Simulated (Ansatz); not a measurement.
A short molecular-dynamics run on ClH4OSi2 (`[SiH3]O[SiH]Cl`) radical.

```yaml
crystal:
  periodic: [false, false, false]
  atoms:
    - {symbol: Si, position_ang: [-0.834765, 0.791686, 0.657810]}
    - {symbol: O, position_ang: [0.598831, 0.278318, 0.028208]}
    - {symbol: Si, position_ang: [1.289019, -0.613242, -1.141520]}
    - {symbol: Cl, position_ang: [0.162518, -2.305069, -1.493389]}
    - {symbol: H, position_ang: [-1.500847, -0.329980, 1.363308]}
    - {symbol: H, position_ang: [-0.533625, 1.886461, 1.609508]}
    - {symbol: H, position_ang: [-1.714046, 1.291442, -0.429171]}
    - {symbol: H, position_ang: [2.624915, -1.056716, -0.650454]}
basis:
  gaussian: {orbitals: "6-31G*"}
magnetization: {spin_polarized: true, initial_magnetization: 1}
hamiltonian: {xc: {name: r2SCAN}, dispersion: d3bjatm}
md: {timestep: 0.5 fs, n_steps: 50, ensemble: nve, temperature: 1500, initial_velocities: maxwell_boltzmann, seed: 785}
```

```sh
$ ansatz run in.yaml --threads 4 --pin off --events-out ev --progress --plain --max-ram 10444MiB
```

```csv
step,time (fs),potential energy (eV),kinetic (eV),T (K),conserved (eV)
0,0.0,-30387.3021,1.1633,1500,-30386.1388
1,0.5,-30387.2943,1.1557,1490,-30386.1387
2,1.0,-30387.2662,1.1279,1454,-30386.1384
3,1.5,-30387.2228,1.0849,1399,-30386.1379
4,2.0,-30387.1715,1.0341,1333,-30386.1373
5,2.5,-30387.1208,0.9840,1269,-30386.1369
6,3.0,-30387.0785,0.9420,1215,-30386.1365
7,3.5,-30387.0493,0.9128,1177,-30386.1365
8,4.0,-30387.0341,0.8975,1157,-30386.1367
9,4.5,-30387.0301,0.8931,1152,-30386.1370
10,5.0,-30387.0316,0.8942,1153,-30386.1374
11,5.5,-30387.0321,0.8943,1153,-30386.1378
12,6.0,-30387.0257,0.8877,1145,-30386.1380
13,6.5,-30387.0090,0.8709,1123,-30386.1381
14,7.0,-30386.9808,0.8428,1087,-30386.1380
15,7.5,-30386.9425,0.8047,1038,-30386.1378
16,8.0,-30386.8971,0.7596,979,-30386.1375
17,8.5,-30386.8490,0.7118,918,-30386.1372
18,9.0,-30386.8029,0.6660,859,-30386.1369
19,9.5,-30386.7632,0.6266,808,-30386.1367
20,10.0,-30386.7338,0.5973,770,-30386.1365
21,10.5,-30386.7171,0.5807,749,-30386.1364
22,11.0,-30386.7144,0.5779,745,-30386.1365
23,11.5,-30386.7249,0.5883,759,-30386.1366
24,12.0,-30386.7464,0.6095,786,-30386.1369
25,12.5,-30386.7751,0.6379,823,-30386.1372
26,13.0,-30386.8061,0.6686,862,-30386.1375
27,13.5,-30386.8340,0.6961,898,-30386.1378
28,14.0,-30386.8536,0.7154,922,-30386.1381
29,14.5,-30386.8606,0.7223,931,-30386.1383
30,15.0,-30386.8526,0.7143,921,-30386.1383
31,15.5,-30386.8295,0.6913,891,-30386.1382
32,16.0,-30386.7938,0.6560,846,-30386.1378
33,16.5,-30386.7510,0.6136,791,-30386.1374
34,17.0,-30386.7079,0.5710,736,-30386.1369
35,17.5,-30386.6720,0.5354,690,-30386.1366
36,18.0,-30386.6491,0.5127,661,-30386.1364
37,18.5,-30386.6421,0.5057,652,-30386.1365
38,19.0,-30386.6500,0.5132,662,-30386.1367
39,19.5,-30386.6681,0.5310,685,-30386.1372
40,20.0,-30386.6898,0.5521,712,-30386.1376
41,20.5,-30386.7076,0.5695,734,-30386.1380
42,21.0,-30386.7155,0.5772,744,-30386.1382
43,21.5,-30386.7098,0.5716,737,-30386.1383
44,22.0,-30386.6899,0.5517,711,-30386.1381
45,22.5,-30386.6573,0.5194,670,-30386.1379
46,23.0,-30386.6157,0.4782,617,-30386.1376
47,23.5,-30386.5700,0.4328,558,-30386.1372
48,24.0,-30386.5255,0.3885,501,-30386.1369
49,24.5,-30386.4870,0.3503,452,-30386.1367
50,25.0,-30386.4586,0.3222,415,-30386.1365
```

Velocities are drawn at the set temperature; a run this short doesn't reach equilibrium.

Frames (Å, forces in eV/Å):

```xyz
8
time=0.0 fs
Si   -0.835    0.792    0.658   -0.358    0.145    0.150
O     0.599    0.278    0.028    0.262    0.137    0.220
Si    1.289   -0.613   -1.142    0.355   -0.012   -0.373
Cl    0.163   -2.305   -1.493   -0.158   -0.286   -0.063
H    -1.501   -0.330    1.363   -0.053   -0.018    0.037
H    -0.534    1.886    1.610   -0.024    0.033    0.033
H    -1.714    1.291   -0.429   -0.066    0.031   -0.013
H     2.625   -1.057   -0.650    0.043   -0.030    0.010
8
time=1.0 fs
Si   -0.841    0.795    0.664    0.663    0.449    0.161
O     0.610    0.288    0.020   -0.304    0.474    0.653
Si    1.294   -0.608   -1.137   -0.190   -0.271   -0.771
Cl    0.160   -2.315   -1.499   -0.065   -0.041   -0.036
H    -1.481   -0.306    1.359   -0.298   -0.517    0.369
H    -0.545    1.905    1.629   -0.087   -0.191   -0.237
H    -1.709    1.240   -0.422   -0.349    0.270   -0.340
H     2.577   -1.088   -0.639    0.630   -0.174    0.202
8
time=2.0 fs
Si   -0.847    0.799    0.670    1.521    0.731    0.119
O     0.622    0.298    0.013   -0.812    0.784    1.051
Si    1.298   -0.603   -1.132   -0.622   -0.508   -1.139
Cl    0.157   -2.325   -1.505    0.013    0.183   -0.013
H    -1.463   -0.287    1.358   -0.502   -0.964    0.672
H    -0.556    1.921    1.646   -0.133   -0.361   -0.456
H    -1.708    1.191   -0.417   -0.579    0.454   -0.610
H     2.535   -1.122   -0.626    1.114   -0.319    0.375
8
time=3.0 fs
Si   -0.853    0.803    0.676    2.056    0.851    0.009
O     0.633    0.308    0.006   -1.249    1.055    1.395
Si    1.303   -0.598   -1.128   -0.803   -0.788   -1.395
Cl    0.154   -2.335   -1.511    0.077    0.388    0.007
H    -1.451   -0.277    1.363   -0.589   -1.213    0.850
H    -0.570    1.934    1.660   -0.157   -0.457   -0.605
H    -1.711    1.147   -0.419   -0.682    0.551   -0.725
H     2.504   -1.158   -0.609    1.346   -0.387    0.464
8
time=4.0 fs
Si   -0.858    0.807    0.682    2.189    0.697   -0.162
O     0.643    0.319    0.000   -1.605    1.273    1.668
Si    1.307   -0.593   -1.125   -0.680   -1.159   -1.483
Cl    0.151   -2.345   -1.517    0.131    0.572    0.026
H    -1.444   -0.278    1.377   -0.516   -1.162    0.833
H    -0.584    1.943    1.667   -0.157   -0.471   -0.674
H    -1.722    1.108   -0.427   -0.622    0.565   -0.632
H     2.485   -1.198   -0.588    1.260   -0.315    0.424
8
time=5.0 fs
Si   -0.862    0.811    0.688    1.974    0.256   -0.384
O     0.652    0.331   -0.005   -1.877    1.425    1.860
Si    1.311   -0.588   -1.122   -0.333   -1.610   -1.400
Cl    0.148   -2.355   -1.523    0.179    0.739    0.044
H    -1.442   -0.291    1.398   -0.310   -0.833    0.630
H    -0.600    1.947    1.668   -0.133   -0.399   -0.659
H    -1.738    1.074   -0.442   -0.421    0.523   -0.356
H     2.478   -1.241   -0.563    0.921   -0.101    0.265
8
time=6.0 fs
Si   -0.865    0.815    0.694    1.562   -0.385   -0.647
O     0.661    0.343   -0.008   -2.063    1.502    1.959
Si    1.315   -0.585   -1.119    0.082   -2.070   -1.192
Cl    0.145   -2.365   -1.529    0.223    0.889    0.063
H    -1.442   -0.311    1.425   -0.043   -0.351    0.319
H    -0.617    1.947    1.662   -0.089   -0.244   -0.561
H    -1.758    1.045   -0.459   -0.148    0.461    0.013
H     2.480   -1.285   -0.536    0.476    0.196    0.046
8
time=7.0 fs
Si   -0.868    0.820    0.699    1.111   -1.095   -0.941
O     0.668    0.357   -0.011   -2.164    1.497    1.965
Si    1.318   -0.582   -1.117    0.426   -2.455   -0.917
Cl    0.142   -2.374   -1.535    0.268    1.025    0.085
H    -1.443   -0.335    1.456    0.208    0.142   -0.007
H    -0.636    1.945    1.652   -0.030   -0.016   -0.392
H    -1.780    1.020   -0.477    0.125    0.405    0.381
H     2.487   -1.327   -0.508    0.056    0.498   -0.174
8
time=8.0 fs
Si   -0.871    0.824    0.705    0.728   -1.765   -1.240
O     0.673    0.371   -0.012   -2.185    1.411    1.879
Si    1.322   -0.579   -1.115    0.630   -2.712   -0.615
Cl    0.139   -2.383   -1.541    0.313    1.145    0.108
H    -1.443   -0.357    1.486    0.401    0.550   -0.283
H    -0.654    1.943    1.637    0.034    0.257   -0.175
H    -1.800    1.000   -0.490    0.349    0.363    0.679
H     2.494   -1.365   -0.481   -0.270    0.751   -0.354
8
time=9.0 fs
Si   -0.873    0.827    0.710    0.468   -2.306   -1.498
O     0.677    0.386   -0.013   -2.134    1.248    1.713
Si    1.327   -0.578   -1.113    0.680   -2.820   -0.306
Cl    0.136   -2.392   -1.546    0.359    1.252    0.133
H    -1.438   -0.374    1.514    0.522    0.833   -0.481
H    -0.672    1.944    1.621    0.091    0.527    0.044
H    -1.817    0.983   -0.498    0.497    0.335    0.874
H     2.499   -1.395   -0.458   -0.483    0.931   -0.479
8
time=10.0 fs
Si   -0.875    0.830    0.714    0.350   -2.642   -1.656
O     0.680    0.402   -0.012   -2.023    1.020    1.481
Si    1.331   -0.578   -1.112    0.593   -2.787   -0.004
Cl    0.134   -2.400   -1.552    0.405    1.345    0.159
H    -1.428   -0.384    1.537    0.576    0.986   -0.594
H    -0.689    1.949    1.606    0.129    0.727    0.209
H    -1.830    0.969   -0.497    0.561    0.317    0.954
H     2.499   -1.416   -0.440   -0.592    1.035   -0.549
8
time=11.0 fs
Si   -0.877    0.831    0.718    0.381   -2.709   -1.666
O     0.682    0.419   -0.010   -1.864    0.741    1.202
Si    1.336   -0.578   -1.110    0.390   -2.631    0.274
Cl    0.131   -2.408   -1.558    0.451    1.426    0.185
H    -1.413   -0.383    1.554    0.570    1.012   -0.622
H    -0.705    1.962    1.592    0.141    0.792    0.274
H    -1.837    0.958   -0.487    0.538    0.303    0.918
H     2.493   -1.427   -0.427   -0.607    1.065   -0.565
8
time=12.0 fs
Si   -0.879    0.832    0.721    0.558   -2.480   -1.515
O     0.683    0.436   -0.008   -1.671    0.430    0.895
Si    1.340   -0.580   -1.109    0.083   -2.368    0.510
Cl    0.129   -2.416   -1.564    0.498    1.498    0.212
H    -1.393   -0.374    1.566    0.509    0.914   -0.564
H    -0.720    1.981    1.581    0.128    0.694    0.223
H    -1.839    0.950   -0.468    0.426    0.293    0.765
H     2.482   -1.429   -0.419   -0.532    1.019   -0.526
8
time=13.0 fs
Si   -0.881    0.832    0.724    0.871   -1.975   -1.241
O     0.683    0.453   -0.005   -1.454    0.100    0.576
Si    1.345   -0.582   -1.107   -0.321   -2.006    0.680
Cl    0.127   -2.423   -1.569    0.547    1.560    0.240
H    -1.368   -0.355    1.572    0.397    0.689   -0.414
H    -0.734    2.008    1.571    0.098    0.456    0.083
H    -1.837    0.945   -0.443    0.225    0.283    0.502
H     2.466   -1.420   -0.416   -0.364    0.893   -0.426
8
time=14.0 fs
Si   -0.882    0.831    0.726    1.293   -1.257   -0.923
O     0.681    0.471   -0.002   -1.225   -0.234    0.259
Si    1.350   -0.585   -1.105   -0.825   -1.553    0.761
Cl    0.125   -2.430   -1.575    0.598    1.615    0.271
H    -1.339   -0.330    1.574    0.240    0.339   -0.168
H    -0.746    2.039    1.563    0.065    0.140   -0.093
H    -1.833    0.943   -0.412   -0.054    0.272    0.148
H     2.446   -1.403   -0.417   -0.093    0.680   -0.255
8
time=15.0 fs
Si   -0.883    0.830    0.728    1.766   -0.424   -0.645
O     0.679    0.488    0.001   -0.994   -0.559   -0.044
Si    1.354   -0.588   -1.102   -1.417   -1.025    0.741
Cl    0.123   -2.436   -1.580    0.651    1.664    0.304
H    -1.307   -0.302    1.575    0.054   -0.112    0.161
H    -0.758    2.071    1.554    0.039   -0.183   -0.255
H    -1.829    0.943   -0.380   -0.376    0.257   -0.249
H     2.425   -1.380   -0.421    0.278    0.383   -0.013
8
time=16.0 fs
Si   -0.884    0.828    0.730    2.189    0.403   -0.479
O     0.677    0.505    0.005   -0.771   -0.864   -0.324
Si    1.358   -0.592   -1.100   -2.055   -0.465    0.631
Cl    0.121   -2.442   -1.586    0.706    1.708    0.342
H    -1.275   -0.275    1.577   -0.132   -0.590    0.523
H    -0.770    2.101    1.542    0.025   -0.458   -0.369
H    -1.829    0.945   -0.350   -0.674    0.230   -0.604
H     2.408   -1.353   -0.424    0.712    0.036    0.280
8
time=17.0 fs
Si   -0.883    0.827    0.732    2.429    1.075   -0.441
O     0.674    0.521    0.008   -0.560   -1.141   -0.578
Si    1.361   -0.596   -1.097   -2.642    0.047    0.490
Cl    0.120   -2.448   -1.591    0.762    1.747    0.384
H    -1.245   -0.254    1.584   -0.274   -0.970    0.821
H    -0.781    2.127    1.527    0.026   -0.652   -0.422
H    -1.835    0.950   -0.326   -0.859    0.181   -0.817
H     2.397   -1.326   -0.425    1.118   -0.287    0.562
8
time=18.0 fs
Si   -0.882    0.826    0.733    2.382    1.451   -0.488
O     0.670    0.537    0.011   -0.364   -1.388   -0.804
Si    1.364   -0.600   -1.094   -3.037    0.412    0.411
Cl    0.118   -2.453   -1.596    0.817    1.782    0.429
H    -1.217   -0.242    1.600   -0.334   -1.121    0.944
H    -0.792    2.147    1.508    0.038   -0.750   -0.411
H    -1.850    0.957   -0.310   -0.861    0.101   -0.822
H     2.396   -1.301   -0.421    1.359   -0.488    0.742
8
time=19.0 fs
Si   -0.880    0.826    0.734    2.037    1.468   -0.547
O     0.667    0.552    0.013   -0.183   -1.604   -1.002
Si    1.365   -0.604   -1.091   -3.127    0.562    0.473
Cl    0.117   -2.457   -1.602    0.867    1.812    0.476
H    -1.192   -0.240    1.623   -0.306   -0.983    0.828
H    -0.803    2.159    1.485    0.061   -0.747   -0.342
H    -1.873    0.964   -0.301   -0.673   -0.008   -0.628
H     2.408   -1.281   -0.410    1.324   -0.500    0.743
8
time=20.0 fs
Si   -0.877    0.826    0.735    1.489    1.174   -0.569
O     0.663    0.565    0.015   -0.018   -1.788   -1.174
Si    1.365   -0.608   -1.088   -2.904    0.517    0.687
Cl    0.116   -2.461   -1.607    0.912    1.834    0.523
H    -1.170   -0.247    1.655   -0.223   -0.618    0.512
H    -0.813    2.165    1.459    0.090   -0.643   -0.223
H    -1.902    0.972   -0.299   -0.353   -0.135   -0.315
H     2.433   -1.265   -0.391    1.006   -0.341    0.560
8
time=21.0 fs
Si   -0.874    0.826    0.736    0.875    0.688   -0.555
O     0.659    0.578    0.016    0.131   -1.945   -1.320
Si    1.364   -0.611   -1.084   -2.475    0.368    0.988
Cl    0.116   -2.465   -1.611    0.948    1.850    0.568
H    -1.150   -0.261    1.692   -0.125   -0.158    0.099
H    -0.822    2.164    1.430    0.122   -0.445   -0.061
H    -1.934    0.978   -0.299    0.011   -0.260    0.019
H     2.468   -1.253   -0.368    0.513   -0.098    0.262
8
time=22.0 fs
Si   -0.871    0.827    0.737    0.308    0.138   -0.527
O     0.656    0.590    0.016    0.267   -2.078   -1.443
Si    1.363   -0.615   -1.080   -1.985    0.211    1.288
Cl    0.115   -2.468   -1.616    0.975    1.858    0.613
H    -1.131   -0.276    1.729   -0.044    0.272   -0.302
H    -0.830    2.160    1.401    0.151   -0.169    0.127
H    -1.966    0.981   -0.300    0.344   -0.369    0.302
H     2.507   -1.242   -0.342   -0.015    0.137   -0.057
8
time=23.0 fs
Si   -0.867    0.828    0.737   -0.152   -0.380   -0.497
O     0.652    0.600    0.016    0.390   -2.190   -1.544
Si    1.360   -0.618   -1.076   -1.542    0.104    1.523
Cl    0.115   -2.470   -1.621    0.994    1.859    0.655
H    -1.113   -0.288    1.764    0.008    0.604   -0.624
H    -0.837    2.153    1.374    0.175    0.145    0.318
H    -1.995    0.981   -0.297    0.602   -0.452    0.498
H     2.546   -1.229   -0.316   -0.475    0.310   -0.329
8
time=24.0 fs
Si   -0.863    0.829    0.738   -0.480   -0.784   -0.453
O     0.649    0.609    0.014    0.496   -2.283   -1.624
Si    1.357   -0.621   -1.071   -1.194    0.064    1.668
Cl    0.115   -2.472   -1.625    1.006    1.853    0.694
H    -1.095   -0.295    1.793    0.033    0.816   -0.841
H    -0.842    2.148    1.349    0.191    0.435    0.481
H    -2.018    0.977   -0.290    0.769   -0.507    0.600
H     2.581   -1.214   -0.294   -0.820    0.405   -0.525
8
time=25.0 fs
Si   -0.860    0.829    0.738   -0.673   -1.003   -0.375
O     0.646    0.617    0.011    0.584   -2.357   -1.683
Si    1.354   -0.624   -1.066   -0.951    0.085    1.722
Cl    0.116   -2.474   -1.629    1.012    1.841    0.733
H    -1.076   -0.294    1.813    0.034    0.909   -0.948
H    -0.845    2.148    1.329    0.198    0.626    0.581
H    -2.034    0.968   -0.277    0.840   -0.533    0.613
H     2.608   -1.194   -0.276   -1.046    0.431   -0.643
```

Run time 61 s (4 threads of an INTEL XEON PLATINUM 8581C on a shared host); peak host memory 0.42 GiB.
